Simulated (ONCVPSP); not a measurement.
## Building the ONCV potential for osmium (Os) (PBEsol, scalar-relativistic).

Input for ONCVPSP 4.0.1:

```
# ATOM AND REFERENCE CONFIGURATION
# atsym  z   nc   nv     iexc    psfile
  Os 76.00    9    5  -116133      upf
#
#   n    l    f
    1    0    2.00
    2    0    2.00
    2    1    6.00
    3    0    2.00
    3    1    6.00
    3    2   10.00
    4    0    2.00
    4    1    6.00
    4    2   10.00
    4    3   14.00
    5    0    2.00
    5    1    6.00
    5    2    6.50
    6    0    1.50
#
# PSEUDOPOTENTIAL AND OPTIMIZATION
# lmax
    3
#
#   l,   rc,      ep,       ncon, nbas, qcut
    0    1.95    0.00    3    6    5.00
    1    1.70    0.00    3    7    7.90
    2    2.50    0.00    4    9    5.50
    3    0.60    0.00    4    8   31.20
#
# LOCAL POTENTIAL
# lloc, lpopt,  rc(5),   dvloc0
    4    5    0.60    0.00
#
# VANDERBILT-KLEINMAN-BYLANDER PROJECTORs
# l, nproj, debl
    0    3    3.00
    1    2    2.60
    2    1    2.50
    3    1    2.20
#
# MODEL CORE CHARGE
# icmod, fcfact, rcfact
    3    3.75    1.65
#
# LOG DERIVATIVE ANALYSIS
# epsh1, epsh2, depsh
   -5.00    5.00    0.04
#
# OUTPUT GRID
# rlmax, drl
    6.00    0.01
#
# TEST CONFIGURATIONS
# ncnf
    4
# nvcnf
#   n    l    f
    5
    4    3   14.00
    5    0    2.00
    5    1    6.00
    5    2    6.00
    6    0    2.00
#
    5
    4    3   14.00
    5    0    2.00
    5    1    6.00
    5    2    6.00
    6    0    1.00
#
    5
    4    3   14.00
    5    0    2.00
    5    1    6.00
    5    2    6.00
    6    0    0.00
#
    5
    4    3   14.00
    5    0    2.00
    5    1    6.00
    5    2    5.00
    6    0    2.00
#
```

Command:

```bash
oncvpsp.x < Os.dat > Os.out
```

Output (shortened: citation, most of the input echo, consistency checks and plot data are left out):

```
ONCVPSP  (Optimized Norm-Conservinng Vanderbilt PSeudopotential)
scalar-relativistic version 4.0.1

#   n    l    f        energy (Ha)
    1    0    2.00    -2.7140431E+03
    2    0    2.00    -4.7264567E+02
    2    1    6.00    -4.1155782E+02
    3    0    2.00    -1.0994819E+02
    3    1    6.00    -9.2015487E+01
    3    2   10.00    -7.1985879E+01
    4    0    2.00    -2.3154034E+01
    4    1    6.00    -1.7272574E+01
    4    2   10.00    -9.9749578E+00
    4    3   14.00    -1.8653348E+00
    5    0    2.00    -3.3212857E+00
    5    1    6.00    -1.8271580E+00
    5    2    6.50    -2.0139815E-01
    6    0    1.50    -2.1380582E-01

Reference configufation results
  iterations    25
  all-electron total energy (Ha)   -1.72489065D+04

Begin loop to  construct optimized pseudo wave functions
and semi-local pseudopoentials for all angular momenta

   Wellstate for l =  0  n =  8
     eigenvalue =   2.7862
     asymptotic potential =   3.2862
     half-point radius =  3.7648

Calculating optimized projector #   1

 for l=   0

    Fraction of norm inside rc  0.989617
    Optimizing pswf for qcut=   5.00 a_B^-1,  ecut=  12.51 Ha
    Residual kinetic energy error=  5.59D-06 Ha

    Energy error per electron        Cutoff
         Ha          eV             Ha
         0.01000     0.27211        6.02
         0.00100     0.02721        7.83
         0.00010     0.00272        9.24
         0.00001     0.00027       11.61

Calculating optimized projector #   2

 for l=   0

    Fraction of norm inside rc  0.142811
    Optimizing pswf for qcut=   5.00 a_B^-1,  ecut=  12.51 Ha
    Residual kinetic energy error=  9.49D-05 Ha

    Energy error per electron        Cutoff
         Ha          eV             Ha
         0.01000     0.27211        4.74
         0.00100     0.02721        6.51
         0.00010     0.00272       12.36
         0.00001     0.00027       34.88

Calculating optimized projector #   3

 for l=   0

    Fraction of norm inside rc  0.121533
    Optimizing pswf for qcut=   5.00 a_B^-1,  ecut=  12.51 Ha
    Residual kinetic energy error=  1.15D-03 Ha

    Energy error per electron        Cutoff
         Ha          eV             Ha
         0.01000     0.27211        6.99
         0.00100     0.02721       12.85
         0.00010     0.00272       28.10
         0.00001     0.00027       44.22

   Wellstate for l =  1  n =  7
     eigenvalue =   0.7728
     asymptotic potential =   1.2728
     half-point radius =  5.2630

Calculating optimized projector #   1

 for l=   1

    Fraction of norm inside rc  0.899371
    Optimizing pswf for qcut=   7.90 a_B^-1,  ecut=  31.20 Ha
    Residual kinetic energy error=  8.68D-07 Ha

    Energy error per electron        Cutoff
         Ha          eV             Ha
         0.01000     0.27211        9.72
         0.00100     0.02721       12.96
         0.00010     0.00272       22.89
         0.00001     0.00027       27.00

Calculating optimized projector #   2

 for l=   1

    Fraction of norm inside rc  0.050272
    Optimizing pswf for qcut=   7.90 a_B^-1,  ecut=  31.20 Ha
    Residual kinetic energy error=  9.73D-07 Ha

    Energy error per electron        Cutoff
         Ha          eV             Ha
         0.01000     0.27211        8.17
         0.00100     0.02721       11.50
         0.00010     0.00272       22.35
         0.00001     0.00027       27.23

Calculating optimized projector #   1

 for l=   2

    Fraction of norm inside rc  0.815459
    Optimizing pswf for qcut=   5.50 a_B^-1,  ecut=  15.15 Ha
    Residual kinetic energy error=  1.64D-05 Ha

    Energy error per electron        Cutoff
         Ha          eV             Ha
         0.01000     0.27211        9.68
         0.00100     0.02721       11.96
         0.00010     0.00272       13.78
         0.00001     0.00027       18.45

Calculating optimized projector #   1

 for l=   3

    Fraction of norm inside rc  0.651272
    Optimizing pswf for qcut=  31.19 a_B^-1,  ecut= 486.45 Ha
    Residual kinetic energy error=  6.08D-07 Ha

    Energy error per electron        Cutoff
         Ha          eV             Ha
         0.01000     0.27211      333.66
         0.00100     0.02721      382.38
         0.00010     0.00272      422.85
         0.00001     0.00027      451.18

Construct Vanderbilt / Kleinmman-Bylander projectors

B matrix Hermiticity error, ll=   0
   1   2    4.6468E-04
   1   3    9.5897E-04
   2   3   -1.9021E-04

  Orthonormal projector coefficients  4.3672E+01  5.0280E+00  6.8536E-01

B matrix Hermiticity error, ll=   1
   1   2   -3.0649E-04

  Orthonormal projector coefficients  2.4705E+01  1.3975E+00

Model core correction analysis
  based on d2Exc/dn_idn_j

d2excae - all-electron derivatives

   -2.719477D-02   -1.133755D-02   -7.899076D-03   -2.846655D-03
   -8.323138D-04
   -1.133742D-02   -2.831360D-02   -2.459638D-02   -1.138018D-02
   -1.625818D-03
   -7.899008D-03   -2.459643D-02   -2.430873D-02   -1.455546D-02
   -2.508355D-03
   -2.846646D-03   -1.138026D-02   -1.455551D-02   -1.706481D-02
   -1.158312D-02
   -8.323132D-04   -1.625808D-03   -2.508228D-03   -1.158103D-02
   -2.451564D-02

d2excps - pseudofunction derivatives with no core correction

   -5.232593D-02   -2.469380D-02   -1.175993D-02   -2.564227D-03
   -1.847862D-03
   -2.469401D-02   -2.553027D-02   -2.225684D-02   -9.506931D-03
   -1.589093D-03
   -1.175992D-02   -2.225674D-02   -2.473945D-02   -1.445896D-02
   -2.335982D-03
   -2.564226D-03   -9.506919D-03   -1.445897D-02   -1.804427D-02
   -1.160729D-02
   -1.847886D-03   -1.589053D-03   -2.335849D-03   -1.160522D-02
   -2.449740D-02

rms 2nd derivative error    6.472522E-03

rmatch, rhocmatch    0.6288   56.8673

Teter function model core charge with specified parameters

d2excps - pseudofunction derivatives with core correction

   -3.545741D-02   -1.617924D-02   -7.982170D-03   -1.976007D-03
   -1.205136D-03
   -1.617927D-02   -1.816195D-02   -1.701459D-02   -8.367379D-03
   -1.204557D-03
   -7.982143D-03   -1.701449D-02   -2.040732D-02   -1.341976D-02
   -2.127297D-03
   -1.975995D-03   -8.367318D-03   -1.341971D-02   -1.783612D-02
   -1.158462D-02
   -1.205138D-03   -1.204529D-03   -2.127162D-03   -1.158256D-02
   -2.447172D-02

rms 2nd derivative error    3.858433E-03

Pseudoatom total energy -452.585622

Diagnostic tests using Vanderbilt-Kleinman-Bylander pseudopotentials
  1 or more projectors used as specified by nproj input data

   l    rcore       rmatch      e in        delta e   norm test  slope test

   0   1.9593038   2.0187925  -3.3212857   0.0000065   1.0002737   1.0002480
   0   1.9593038   2.0187925  -0.2138058   0.0000128   1.0000659   0.9999499
   0   1.9593038   2.0187925   2.7861942   0.0000220   1.0003446   1.0003446

   1   1.7074509   1.7592928  -1.8271580   0.0000068   1.0001969   1.0002062
   1   1.7074509   1.7592928   0.7728420   0.0000571   1.0003153   1.0003153

   2   2.5039116   2.5799358  -0.2013982  -0.0000008   0.9999994   1.0000039

   3   0.6029754   0.6212830  -1.8653348   0.0005644   1.0000566   0.9998961

 Testing for bound ghosts
   n   l    E NL Schr. Eq   E Basis Diag.   E Cutoff

       0                      -18.766463     50.00  WARNING - GHOST(-)
   1   0       -3.321279       -3.321210     50.00
   2   0       -0.213793       -0.198019     50.00

       1                       -8.941891     76.80  WARNING - GHOST(-)
   2   1       -1.827151       -1.827138     76.80

   3   2       -0.201399       -0.201144     55.05

   4   3       -1.864770       -1.844993    813.65

 Testing for highly-localized positive-energy ghosts
       l    <radius>/rc     E Basis Diag.   E Cutoff

       2        0.171415       -0.149257     55.05  WARNING - GHOST(+)

Test configuration 0

   n   l     f        eae           eps        diff
   1   0  2.0000-2714.04312509
   2   0  2.0000 -472.64567289
   2   1  6.0000 -411.55782409
   3   0  2.0000 -109.94818637
   3   1  6.0000  -92.01548684
   3   2 10.0000  -71.98587868
   4   0  2.0000  -23.15403447
   4   1  6.0000  -17.27257398
   4   2 10.0000   -9.97495785
   4   3 14.0000   -1.86533477   -1.86477035    5.64D-04
   5   0  2.0000   -3.32128569   -3.32127922    6.48D-06
   5   1  6.0000   -1.82715796   -1.82715117    6.79D-06
   5   2  6.5000   -0.20139815   -0.20139895   -7.96D-07
   6   0  1.5000   -0.21380582   -0.21379302    1.28D-05

    Total energies and differences
      AE_ref= -1.72489065D+04  AE_tst= -1.72489065D+04  dif=  0.00D+00
      PS_ref= -4.52585622D+02  PS_tst= -4.52585622D+02  dif= -1.29D-10
      PSP excitation error=  1.29D-10

Test configuration 1

   n   l     f        eae           eps        diff
   1   0  2.0000-2714.08824942
   2   0  2.0000 -472.69284873
   2   1  6.0000 -411.60494081
   3   0  2.0000 -109.99478727
   3   1  6.0000  -92.06208507
   3   2 10.0000  -72.03267607
   4   0  2.0000  -23.20044931
   4   1  6.0000  -17.31902489
   4   2 10.0000  -10.02151131
   4   3 14.0000   -1.91176550   -1.90306132    8.70D-03
   5   0  2.0000   -3.36619298   -3.36264904    3.54D-03
   5   1  6.0000   -1.86913249   -1.86786797    1.26D-03
   5   2  6.0000   -0.23100170   -0.23058737    4.14D-04
   6   0  2.0000   -0.22739592   -0.22734564    5.03D-05

    Total energies and differences
      AE_ref= -1.72489065D+04  AE_tst= -1.72489087D+04  dif= -2.19D-03
      PS_ref= -4.52585622D+02  PS_tst= -4.52587963D+02  dif= -2.34D-03
      PSP excitation error=  1.54D-04

Test configuration 2

psatom: WARNING lschvkbb convergence error n,l,iter=   3   2  38
ea(ii),et,emin,emax -5.240891E-01 -5.764980E-01 -5.764980E-01 -5.764980E-01
run_config: WARNING for fully non-local PS atom, stg. 2
 WARNING no output for configuration 3

Test configuration 3

psatom: WARNING lschvkbb convergence error n,l,iter=   4   3  40
ea(ii),et,emin,emax -2.358934E+00 -2.123041E+00 -2.123041E+00 -2.123041E+00
run_config: WARNING for fully non-local PS atom, stg. 1
 WARNING no output for configuration 4

Test configuration 4

psatom: WARNING lschvkbb convergence error n,l,iter=   4   3  42
ea(ii),et,emin,emax -2.212190E+00 -1.990971E+00 -1.990971E+00 -1.990971E+00
run_config: WARNING for fully non-local PS atom, stg. 1
 WARNING no output for configuration 5
```

Note: ghosts flagged at negative energy: s at -510.7 eV, p at -243.3 eV, d at -4.1 eV; no localised positive-energy state flagged. A true bound ghost makes a file unfit for plane-wave use.

The run took about 4.9 s on one core of a shared server CPU.
